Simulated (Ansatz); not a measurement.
A first, cheap relaxation of `F[SiH2]C(F)S`.

```yaml
crystal:
  periodic: [false, false, false]
  atoms:
    - {symbol: F, position_ang: [-0.832900, -0.359700, 1.791700]}
    - {symbol: Si, position_ang: [0.267500, 0.425600, 0.937100]}
    - {symbol: C, position_ang: [0.308700, -0.311400, -0.767200]}
    - {symbol: F, position_ang: [1.410100, 0.290100, -1.477700]}
    - {symbol: S, position_ang: [-1.227300, -0.089300, -1.649600]}
    - {symbol: H, position_ang: [-0.034600, 1.901800, 0.927400]}
    - {symbol: H, position_ang: [1.578400, 0.236000, 1.676600]}
    - {symbol: H, position_ang: [0.602100, -1.365600, -0.716700]}
    - {symbol: H, position_ang: [-1.983700, -0.773800, -0.738500]}
basis:
  gaussian: {orbitals: def2-SVP}
hamiltonian: {xc: pbe, dispersion: d4}
relax: {f_tol: 0.03, max_steps: 200}
```

```sh
$ ansatz run in.yaml --threads 4 --pin off --events-out ev --progress --plain --max-ram 10444MiB
```

Output, abridged:

```
Functional definition: PBE
mean field -25223.19872616 eV, -926.9354562884 hartree, gradient 7.8e-6 eV, S^2 0.000000; 0 other end points of the search recorded, 0 dependent functions left out
relax step   1: F+E_penalty+E_count = -25223.40183204 eV  Δ(F+E_penalty+E_count) = +0.000e0 eV  max|allowed force component| = 1.997e0 eV/Å  Δτ_max = 0.0000 Å  (28 SCF iters, accepted)
mean field -25223.35078953 eV, -926.9410445138 hartree, gradient 8.6e-6 eV, S^2 0.000000; 0 other end points of the search recorded, 0 dependent functions left out
relax step   2: F+E_penalty+E_count = -25223.55442688 eV  Δ(F+E_penalty+E_count) = -1.526e-1 eV  max|allowed force component| = 1.258e0 eV/Å  Δτ_max = 0.0840 Å  (30 SCF iters, accepted)
mean field -25223.39859696 eV, -926.9428014047 hartree, gradient 1.9e-5 eV, S^2 0.000000; 0 other end points of the search recorded, 0 dependent functions left out
relax step   3: F+E_penalty+E_count = -25223.60133358 eV  Δ(F+E_penalty+E_count) = -4.691e-2 eV  max|allowed force component| = 4.416e-1 eV/Å  Δτ_max = 0.0412 Å  (28 SCF iters, accepted)
mean field -25223.40501143 eV, -926.9430371322 hartree, gradient 1.9e-5 eV, S^2 0.000000; 0 other end points of the search recorded, 0 dependent functions left out
relax step   4: F+E_penalty+E_count = -25223.60773499 eV  Δ(F+E_penalty+E_count) = -6.401e-3 eV  max|allowed force component| = 6.949e-2 eV/Å  Δτ_max = 0.0278 Å  (28 SCF iters, accepted)
mean field -25223.40655826 eV, -926.9430939771 hartree, gradient 1.8e-5 eV, S^2 0.000000; 0 other end points of the search recorded, 0 dependent functions left out
relax step   5: F+E_penalty+E_count = -25223.60964168 eV  Δ(F+E_penalty+E_count) = -1.907e-3 eV  max|allowed force component| = 5.610e-2 eV/Å  Δτ_max = 0.0362 Å  (30 SCF iters, accepted)
mean field -25223.40725266 eV, -926.9431194956 hartree, gradient 1.9e-5 eV, S^2 0.000000; 0 other end points of the search recorded, 0 dependent functions left out
relax step   6: F+E_penalty+E_count = -25223.61080113 eV  Δ(F+E_penalty+E_count) = -1.159e-3 eV  max|allowed force component| = 8.044e-2 eV/Å  Δτ_max = 0.0496 Å  (28 SCF iters, accepted)
mean field -25223.40833900 eV, -926.9431594179 hartree, gradient 1.9e-5 eV, S^2 0.000000; 0 other end points of the search recorded, 0 dependent functions left out
relax step   7: F+E_penalty+E_count = -25223.61206889 eV  Δ(F+E_penalty+E_count) = -1.268e-3 eV  max|allowed force component| = 3.024e-2 eV/Å  Δτ_max = 0.0424 Å  (28 SCF iters, accepted)
mean field -25223.40206164 eV, -926.9429287292 hartree, gradient 1.9e-5 eV, S^2 0.000000; 0 other end points of the search recorded, 0 dependent functions left out
relax step   8: F+E_penalty+E_count = -25223.60634070 eV  Δ(F+E_penalty+E_count) = +5.728e-3 eV  max|allowed force component| = 6.335e-1 eV/Å  Δτ_max = 0.1953 Å  (34 SCF iters, rejected (line search))
mean field -25223.41118829 eV, -926.9432641274 hartree, gradient 2.6e-5 eV, S^2 0.000000; 0 other end points of the search recorded, 0 dependent functions left out
relax step   9: F+E_penalty+E_count = -25223.61509118 eV  Δ(F+E_penalty+E_count) = -3.022e-3 eV  max|allowed force component| = 5.766e-2 eV/Å  Δτ_max = 0.0862 Å  (28 SCF iters, accepted)
mean field -25223.41327261 eV, -926.9433407247 hartree, gradient 2.5e-5 eV, S^2 0.000000; 0 other end points of the search recorded, 0 dependent functions left out
relax step  10: F+E_penalty+E_count = -25223.61723642 eV  Δ(F+E_penalty+E_count) = -2.145e-3 eV  max|allowed force component| = 2.927e-1 eV/Å  Δτ_max = 0.0976 Å  (28 SCF iters, accepted)
mean field -25223.42186455 eV, -926.9436564727 hartree, gradient 1.7e-5 eV, S^2 0.000000; 0 other end points of the search recorded, 0 dependent functions left out
relax step  11: F+E_penalty+E_count = -25223.62575417 eV  Δ(F+E_penalty+E_count) = -8.518e-3 eV  max|allowed force component| = 3.169e-1 eV/Å  Δτ_max = 0.1499 Å  (34 SCF iters, accepted)
mean field -25223.45085036 eV, -926.9447216817 hartree, gradient 1.6e-5 eV, S^2 0.000000; 0 other end points of the search recorded, 0 dependent functions left out
relax step  12: F+E_penalty+E_count = -25223.65417065 eV  Δ(F+E_penalty+E_count) = -2.842e-2 eV  max|allowed force component| = 3.845e-1 eV/Å  Δτ_max = 0.1999 Å  (34 SCF iters, accepted)
mean field -25223.45217189 eV, -926.9447702470 hartree, gradient 1.5e-5 eV, S^2 0.000000; 0 other end points of the search recorded, 0 dependent functions left out
relax step  13: F+E_penalty+E_count = -25223.65597522 eV  Δ(F+E_penalty+E_count) = -1.805e-3 eV  max|allowed force component| = 1.287e0 eV/Å  Δτ_max = 0.2000 Å  (32 SCF iters, accepted)
mean field -25223.48002708 eV, -926.9457939065 hartree, gradient 1.5e-5 eV, S^2 0.000000; 0 other end points of the search recorded, 0 dependent functions left out
relax step  14: F+E_penalty+E_count = -25223.68300586 eV  Δ(F+E_penalty+E_count) = -2.703e-2 eV  max|allowed force component| = 9.217e-1 eV/Å  Δτ_max = 0.1936 Å  (29 SCF iters, accepted)
mean field -25223.55338007 eV, -926.9484895789 hartree, gradient 1.9e-5 eV, S^2 0.000000; 0 other end points of the search recorded, 0 dependent functions left out
relax step  15: F+E_penalty+E_count = -25223.75591266 eV  Δ(F+E_penalty+E_count) = -7.291e-2 eV  max|allowed force component| = 3.090e-1 eV/Å  Δτ_max = 0.2000 Å  (28 SCF iters, accepted)
mean field -25223.54221086 eV, -926.9480791182 hartree, gradient 2.5e-5 eV, S^2 0.000000; 0 other end points of the search recorded, 0 dependent functions left out
relax step  16: F+E_penalty+E_count = -25223.74515834 eV  Δ(F+E_penalty+E_count) = +1.075e-2 eV  max|allowed force component| = 5.514e-1 eV/Å  Δτ_max = 0.2000 Å  (28 SCF iters, rejected (line search))
mean field -25223.57579402 eV, -926.9493132764 hartree, gradient 1.9e-5 eV, S^2 0.000000; 0 other end points of the search recorded, 0 dependent functions left out
relax step  17: F+E_penalty+E_count = -25223.77830149 eV  Δ(F+E_penalty+E_count) = -2.239e-2 eV  max|allowed force component| = 5.755e-2 eV/Å  Δτ_max = 0.0973 Å  (28 SCF iters, accepted)
mean field -25223.58910975 eV, -926.9498026205 hartree, gradient 2.1e-5 eV, S^2 0.000000; 0 other end points of the search recorded, 0 dependent functions left out
relax step  18: F+E_penalty+E_count = -25223.79150160 eV  Δ(F+E_penalty+E_count) = -1.320e-2 eV  max|allowed force component| = 1.002e-1 eV/Å  Δτ_max = 0.0990 Å  (28 SCF iters, accepted)
mean field -25223.60409083 eV, -926.9503531652 hartree, gradient 1.3e-5 eV, S^2 0.000000; 0 other end points of the search recorded, 0 dependent functions left out
relax step  19: F+E_penalty+E_count = -25223.80626636 eV  Δ(F+E_penalty+E_count) = -1.476e-2 eV  max|allowed force component| = 1.722e-1 eV/Å  Δτ_max = 0.1493 Å  (28 SCF iters, accepted)
mean field -25223.61119139 eV, -926.9506141060 hartree, gradient 2.7e-5 eV, S^2 0.000000; 0 other end points of the search recorded, 0 dependent functions left out
relax step  20: F+E_penalty+E_count = -25223.81331237 eV  Δ(F+E_penalty+E_count) = -7.046e-3 eV  max|allowed force component| = 3.506e-1 eV/Å  Δτ_max = 0.0969 Å  (28 SCF iters, accepted)
mean field -25223.61182548 eV, -926.9506374083 hartree, gradient 1.5e-5 eV, S^2 0.000000; 0 other end points of the search recorded, 0 dependent functions left out
relax step  21: F+E_penalty+E_count = -25223.81382640 eV  Δ(F+E_penalty+E_count) = -5.140e-4 eV  max|allowed force component| = 2.544e-1 eV/Å  Δτ_max = 0.0385 Å  (27 SCF iters, accepted)
mean field -25223.61721943 eV, -926.9508356321 hartree, gradient 1.8e-5 eV, S^2 0.000000; 0 other end points of the search recorded, 0 dependent functions left out
relax step  22: F+E_penalty+E_count = -25223.81925604 eV  Δ(F+E_penalty+E_count) = -5.430e-3 eV  max|allowed force component| = 7.834e-2 eV/Å  Δτ_max = 0.0667 Å  (27 SCF iters, accepted)
mean field -25223.61777352 eV, -926.9508559945 hartree, gradient 1.7e-5 eV, S^2 0.000000; 0 other end points of the search recorded, 0 dependent functions left out
relax step  23: F+E_penalty+E_count = -25223.81981495 eV  Δ(F+E_penalty+E_count) = -5.589e-4 eV  max|allowed force component| = 6.236e-2 eV/Å  Δτ_max = 0.0133 Å  (29 SCF iters, accepted)
mean field -25223.61801436 eV, -926.9508648453 hartree, gradient 1.7e-5 eV, S^2 0.000000; 0 other end points of the search recorded, 0 dependent functions left out
relax step  24: F+E_penalty+E_count = -25223.82007693 eV  Δ(F+E_penalty+E_count) = -2.620e-4 eV  max|allowed force component| = 2.744e-2 eV/Å  Δτ_max = 0.0136 Å  (29 SCF iters, accepted)
mean field -25223.61801436 eV, -926.9508648453 hartree, gradient 1.7e-5 eV, S^2 0.000000; 1 other end points of the search recorded, 0 dependent functions left out
Total energy: -25223.82010639 eV, -926.9582915903 hartree
Atom 0 at    -0.563444    -0.697711     2.025171 Å, force     0.005348     0.008207    -0.013553 eV/Å
Atom 1 at     0.261236     0.299686     1.019863 Å, force    -0.004824    -0.002998     0.027443 eV/Å
Atom 2 at     0.339501    -0.465467    -0.724774 Å, force     0.013915    -0.005681    -0.002152 eV/Å
Atom 3 at     1.179432     0.378242    -1.468275 Å, force     0.004219    -0.009345     0.000805 eV/Å
Atom 4 at    -1.290759    -0.690699    -1.481230 Å, force    -0.024282    -0.002129    -0.005957 eV/Å
Atom 5 at    -0.471630     1.605039     0.908890 Å, force     0.002202    -0.010291    -0.005914 eV/Å
Atom 6 at     1.644292     0.477812     1.569951 Å, force     0.000071     0.000513    -0.001603 eV/Å
Atom 7 at     0.778369    -1.489732    -0.719008 Å, force    -0.004695     0.027409     0.000255 eV/Å
Atom 8 at    -1.788698     0.536529    -1.147487 Å, force     0.008045    -0.005686     0.000677 eV/Å
Dipole moment:     0.025595     0.098128     0.050130 e Å
```

Hardware: 4 threads of an Arm Neoverse V1 on a shared host. Wall time 26 s, peak host memory 0.15 GiB.
